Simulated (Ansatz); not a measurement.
Ansatz (a quantum-chemistry and plane-wave program) input (MP2/6-31G* with LANL2DZ past Ar): The .json file joins the Basis Set Exchange's 6-31G* for atoms up to Ar and LANL2DZ past it.

Ansatz 0.2 input:
```yaml
crystal:
  periodic: [false, false, false]
  atoms:
    - {symbol: C, position_ang: [-0.00000000, -0.00000000, -1.83145500]}
    - {symbol: I, position_ang: [0.00000000, 0.00000000, 0.20733500]}
basis:
  gaussian:
    orbitals: 6-31Gs+LANL2DZ.json
magnetization: {spin_polarized: true, initial_magnetization: 1}
correlation: {method: mp2, electrons: outside_noble_gas}
relax: {f_tol: 0.003, max_steps: 120}
```

Output:

```
Functional definition: HF
these checks for a lower state are left out or cut short: cluster_reference
integrals: 0.00 GiB planned
291 factors; integrals over basis functions are off by at most 3.0e-4 eV
mean field: 0.04 GiB planned
mean field evaluation 1: about -1328.8425 eV, gradient 8.3e0 eV
mean field evaluation 2: about -1328.8440 eV, gradient 8.3e0 eV
mean field evaluation 4: about -1329.5020 eV, gradient 1.7e0 eV
mean field evaluation 8: about -1329.5638 eV, gradient 4.0e-3 eV
mean field evaluation 16: about -1329.5758 eV, gradient 7.2e-4 eV
mean field evaluation 32: about -1329.5640 eV, gradient 9.6e-3 eV
mean field evaluation 64: about -1327.3544 eV, gradient 5.9e-2 eV
mean field evaluation 96: about -1329.5638 eV, gradient 1.0e-5 eV
mean field -1329.57575647 eV, -48.8610078315 hartree, gradient 3.4e-6 eV, S^2 0.897523; 11 other end points of the search recorded, 0 dependent functions left out
1 core orbitals not correlated
reference -1329.57575647 eV, -48.8610078315 hartree; 6, 5 occupied and 16, 17 virtual orbitals, 291 factors
densities: 0.04 GiB planned
second order -2.78248901 eV of doubles, -0.00000000 eV of singles
the calculation of the forces begins
relax step   1: F+E_penalty+E_count = -1332.35824548 eV  Δ(F+E_penalty+E_count) = +0.000e0 eV  max|allowed force component| = 7.389e-1 eV/Å  Δτ_max = 0.0000 Å  (404 SCF iters, accepted)
these checks for a lower state are left out or cut short: starts, cluster_reference, orbital_swaps, neighbouring_geometries, increment
integrals: 0.00 GiB planned
291 factors; integrals over basis functions are off by at most 3.2e-4 eV
mean field: 0.04 GiB planned
mean field -1329.61087534 eV, -48.8622984262 hartree, gradient 1.7e-6 eV, S^2 0.888238; 0 other end points of the search recorded, 0 dependent functions left out
1 core orbitals not correlated
reference -1329.61087534 eV, -48.8622984262 hartree; 6, 5 occupied and 16, 17 virtual orbitals, 291 factors
densities: 0.04 GiB planned
second order -2.76509366 eV of doubles, -0.00000000 eV of singles
the calculation of the forces begins
relax step   2: F+E_penalty+E_count = -1332.37596900 eV  Δ(F+E_penalty+E_count) = -1.772e-2 eV  max|allowed force component| = 1.158e-1 eV/Å  Δτ_max = 0.0211 Å  (48 SCF iters, accepted)
these checks for a lower state are left out or cut short: starts, cluster_reference, orbital_swaps, neighbouring_geometries, increment
integrals: 0.00 GiB planned
291 factors; integrals over basis functions are off by at most 3.3e-4 eV
mean field: 0.04 GiB planned
mean field -1329.61472770 eV, -48.8624399977 hartree, gradient 1.6e-6 eV, S^2 0.886420; 0 other end points of the search recorded, 0 dependent functions left out
1 core orbitals not correlated
reference -1329.61472770 eV, -48.8624399977 hartree; 6, 5 occupied and 16, 17 virtual orbitals, 291 factors
densities: 0.04 GiB planned
second order -2.76173839 eV of doubles, -0.00000000 eV of singles
the calculation of the forces begins
relax step   3: F+E_penalty+E_count = -1332.37646609 eV  Δ(F+E_penalty+E_count) = -4.971e-4 eV  max|allowed force component| = 2.975e-4 eV/Å  Δτ_max = 0.0043 Å  (46 SCF iters, accepted)
these checks for a lower state are left out or cut short: cluster_reference
integrals: 0.00 GiB planned
291 factors; integrals over basis functions are off by at most 3.3e-4 eV
mean field: 0.04 GiB planned
mean field evaluation 128: about -1328.8252 eV, gradient 8.7e0 eV
mean field evaluation 160: about -1326.6730 eV, gradient 1.4e1 eV
mean field evaluation 192: about -1327.5989 eV, gradient 4.4e0 eV
mean field evaluation 224: about -1328.6405 eV, gradient 7.4e0 eV
mean field -1329.61472770 eV, -48.8624399977 hartree, gradient 1.6e-6 eV, S^2 0.886420; 14 other end points of the search recorded, 0 dependent functions left out
1 core orbitals not correlated
reference -1329.61472770 eV, -48.8624399977 hartree; 6, 5 occupied and 16, 17 virtual orbitals, 291 factors
densities: 0.04 GiB planned
second order -2.76173839 eV of doubles, -0.00000000 eV of singles
the calculation of the forces begins
Total energy: -1332.37646609 eV, -48.9639320116 hartree
Atom 0 at    -0.000000    -0.000000    -1.856898 Å, force    -0.000001     0.000000    -0.000298 eV/Å
Atom 1 at     0.000000     0.000000     0.232778 Å, force     0.000001    -0.000000     0.000298 eV/Å
Dipole moment:    -0.027101    -0.000000     0.292479 e Å
Checks for a lower state left out: cluster_reference
```

The geometry given is a B3LYP-D3(BJ)/def2-TZVP minimum.

The determinant is spin-contaminated: <S^2> is 0.89 against 0.75 for a pure state.
